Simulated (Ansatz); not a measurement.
Species: [Ti(OH)4] (charge 0, multiplicity 1).

Q: Give a relaxed geometry from Ansatz (a quantum-chemistry and plane-wave program) with r2SCAN-D4/def2-SVP.

A: One answer among several that fit: the end point of this relaxation, one of several conformers.
Z-matrix (Å, degrees):
```
Ti
O 1 1.7983
H 2 0.9647 1 127.88
O 1 1.7983 2 108.46 3 134.01
H 4 0.9649 1 127.86 2 134.03
O 1 1.7985 2 109.99 3 13.69
H 6 0.9649 1 127.96 2 105.70
O 1 1.7986 2 109.97 3 -105.71
H 8 0.9648 1 127.84 2 -13.79
```
